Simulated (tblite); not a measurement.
Compound: C6H8O2S.
Numbering: `[CH3:1][O:2][CH2:3][c:4]1[cH:5][cH:6][c:7]([OH:8])[s:9]1` (hydrogens: H10, H11, H12 on C1; H13, H14 on C3; H15 on C5; H16 on C6; H17 on O8)

Computed with GFN2-xTB (tblite), gas phase: Langevin dynamics at 300 K from the optimised GFN2-xTB geometry, time step 0.5 fs, friction 0.01 fs⁻¹, 2000 steps. The instantaneous temperature is 2·E(kin)/(3Nk) with all 3N coordinates.

```
t (fs)  T (K)  E(pot) above start (eV)  C1–O2 (Å)  O2–C3 (Å)  C3–C4 (Å)  C4–C5 (Å)  C5–C6 (Å)  C1–H10 (Å)  C1–O2–C3–C4 (°)
     0    259                    0.000      1.407      1.410      1.497      1.357      1.414       1.097               66
    25    177                    0.361      1.396      1.398      1.512      1.381      1.443       1.071               74
    50    186                    0.547      1.376      1.389      1.500      1.372      1.440       1.111               78
    75    306                    0.462      1.399      1.415      1.532      1.351      1.449       1.141               90
   100    296                    0.499      1.445      1.422      1.473      1.353      1.428       1.093               91
   125    282                    0.499      1.401      1.384      1.467      1.350      1.440       1.068               79
   150    338                    0.561      1.380      1.392      1.534      1.392      1.447       1.089               70
   175    279                    0.556      1.406      1.472      1.504      1.370      1.425       1.120               74
   200    252                    0.747      1.405      1.413      1.512      1.351      1.402       1.134               78
   225    372                    0.485      1.407      1.352      1.559      1.353      1.414       1.119               75
   250    231                    0.702      1.455      1.392      1.526      1.360      1.424       1.100               76
   275    234                    0.608      1.433      1.416      1.466      1.361      1.409       1.102               82
   300    286                    0.603      1.358      1.401      1.473      1.359      1.409       1.084               86
   325    289                    0.596      1.434      1.450      1.535      1.356      1.429       1.086               78
   350    207                    0.572      1.446      1.428      1.501      1.357      1.417       1.116               56
   375    251                    0.566      1.392      1.386      1.471      1.353      1.404       1.084               50
   400    223                    0.616      1.419      1.406      1.468      1.360      1.421       1.071               61
   425    174                    0.615      1.400      1.434      1.508      1.381      1.412       1.097               59
   450    269                    0.597      1.395      1.428      1.487      1.357      1.419       1.085               59
   475    277                    0.615      1.434      1.407      1.527      1.354      1.422       1.080               71
   500    305                    0.681      1.437      1.387      1.478      1.357      1.443       1.119               79
   525    277                    0.651      1.410      1.397      1.492      1.355      1.417       1.159               83
   550    303                    0.545      1.421      1.422      1.499      1.367      1.409       1.108               69
   575    234                    0.623      1.396      1.427      1.520      1.384      1.402       1.056               74
   600    305                    0.546      1.399      1.419      1.512      1.338      1.415       1.113               66
   625    310                    0.688      1.414      1.406      1.517      1.317      1.441       1.092               61
   650    307                    0.882      1.416      1.399      1.520      1.353      1.448       1.056               72
   675    360                    0.832      1.426      1.443      1.563      1.389      1.414       1.095               83
   700    380                    0.601      1.408      1.398      1.519      1.382      1.391       1.146               80
   725    227                    0.702      1.432      1.384      1.504      1.371      1.373       1.097               83
   750    265                    0.869      1.395      1.433      1.561      1.362      1.403       1.061              102
   775    362                    0.619      1.427      1.420      1.507      1.347      1.388       1.092              108
   800    305                    0.691      1.432      1.385      1.485      1.354      1.391       1.122               94
   825    336                    0.750      1.383      1.427      1.453      1.369      1.422       1.107               90
   850    335                    0.595      1.394      1.474      1.471      1.332      1.415       1.096               89
   875    400                    0.562      1.385      1.427      1.515      1.340      1.417       1.086               75
   900    454                    0.736      1.420      1.424      1.469      1.309      1.374       1.104               55
   925    312                    0.801      1.419      1.435      1.556      1.356      1.412       1.104               57
   950    351                    0.760      1.407      1.360      1.544      1.357      1.399       1.096               62
   975    360                    0.650      1.467      1.379      1.552      1.356      1.399       1.092               63
  1000    286                    0.742      1.493      1.457      1.457      1.352      1.348       1.086               73
```

Question: From 500 fs on, how do temperature and potential energy compare with equipartition?

Answer: The mean temperature of these 21 frames is 322 K against the target 300 K, and the mean potential energy 0.69 eV against 45 × kT/2 = 0.58 eV for 45 classical harmonic modes. For 17 atoms in a canonical ensemble the temperature itself scatters by T·√(2/(3N)) = 59 K; here its standard deviation is 52 K. The whole run lasts only 10 friction times of 100 fs, so these averages carry a wide statistical error.

Question: What are the kinetic and total energies of the listed frame with the highest potential energy?

Answer: The one at 650 fs, 0.882 eV above the start. Its kinetic energy is 3NkT/2 = 0.675 eV at 307 K, so the sum is 1.56 eV; over the listed frames the sum runs from 0.57 to 1.73 eV, since the thermostat adds and removes energy.

Question: How much do the listed bonds fluctuate from 500 fs on?

Answer: 
```tsv
bond	at the start (Å)	mean (Å)	standard deviation (Å)
C1–O2	1.407	1.418	0.025
O2–C3	1.410	1.414	0.027
C3–C4	1.497	1.509	0.032
C4–C5	1.357	1.354	0.020
C5–C6	1.414	1.406	0.023
C1–H10	1.097	1.099	0.025
```

The motion is classical and holds no zero-point motion.

The cost below is that of the whole dynamics run. On one thread, Intel Xeon Platinum 8488C (x86_64), shared host with 192 logical CPUs at a one-minute load of 89, this took 16 s wall and 0.18 GiB of memory at its peak.
